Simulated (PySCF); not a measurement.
Species: C5H5BrCl2O.
Cartesian coordinates in Å at the PBE0-D3(BJ)/def2-SVP level; atoms count from 1:
```xyz
14
C5H5BrCl2O angstrom
Cl     1.9593    2.2035   -0.7508
C      1.6390    0.4982   -0.4123
Cl     1.2818   -0.3532   -1.9215
Br     3.2169   -0.2910    0.4294
C      0.4494    0.3840    0.5737
C      0.0408   -1.0297    0.8747
C     -1.1957   -1.2237    0.4208
C     -1.7020    0.0334   -0.2060
O     -0.6786    0.9848    0.0099
H      0.7729    0.9406    1.4748
H      0.6872   -1.7515    1.3722
H     -1.7678   -2.1515    0.4722
H     -2.6390    0.3947    0.2567
H     -1.8938   -0.0932   -1.2889
```

Linear response at PBE0/def2-SVPD (PySCF, frozen core in the response, non-relativistic). The PBE0/def2-SVPD calculation is non-relativistic and has no spin–orbit coupling, an omission that weighs most on bromine.

Static isotropic polarisability: 109.03 au (16.16 Å³), principal values 91.7, 106.0, 129.3 au.

Problem. What is the polarisability at 1064 nm and at the sodium D line?

Solution. 110.02 au at 1064 nm (+0.9 %), 112.38 au at 589.3 nm (+3.1 %). The rise at 589.3 nm is 3.39 times that at 1064 nm; a pure ω² law gives 3.26. The lowest singlet lies at 238 nm, shorter than both wavelengths.

Problem. What is the isotropic C6 coefficient between two such molecules, C6 = (3/π)∫α(iω)² dω?

Solution. 4840 au (Eh·bohr⁶) by a ten-point quadrature over imaginary frequencies, which is 2890 eV·Å⁶ or 279 J·nm⁶/mol.

Problem. Which effective excitation energy ω̄ makes London's formula C6 = (3/4)α²ω̄ exact here?

Solution. ω̄ = 4·C6/(3α²) = 0.543 Eh = 14.8 eV. A one-pole form α(ω) = α/(1 − ω²/ω̄²) fitted to the 1064 nm value gives 12.3 eV.

Problem. How anisotropic is the static polarisability, by Δα² = ½[(α1 − α2)² + (α2 − α3)² + (α3 − α1)²]?

Solution. Δα = 32.9 au, or 0.30 of the isotropic value.

Problem. What n − 1 at the D line would an ideal gas of it have at 273.15 K and 1 atm (2.6868 × 10¹⁹ cm⁻³), by n − 1 = 2π·N·α′?

Solution. 28.11 × 10⁻⁴, a formal value whether or not that pressure can be reached.

Problem. The lowest 6 singlets have (eV, f): 5.22, 0.038; 5.47, 0.003; 5.71, 0.019; 5.88, 0.029; 6.14, 0.004; 6.45, 0.021. What share of the static polarisability do they carry in the sum over states α = Σ f/ω²?

Solution. 2.64 au, 2.4 % of α; the largest term, 1.04 au, is that of the state at 5.22 eV. Their oscillator strengths add up to 0.12. Higher states carry the rest.

Problem. What molar refraction at the D line follows from R = (4π/3)·N_A·α′, with α′ the polarisability volume?

Solution. α′ = 16.65 Å³ gives R = 42.01 cm³/mol, for isolated, non-vibrating species.

Problem. How many electrons N does the Slater–Kirkwood formula C6 = (3/4)·√N·α^(3/2) need to give this C6?

Solution. N = (4·C6/3)²/α³ = 32.1; the species has 112 electrons in all.

Problem. What three-body coefficient follows from the one-pole estimate C9 = (3/4)·α·C6?

Solution. 396000 au. This is an estimate from the two numbers above, not a computed integral.

One conformer stands for the species.
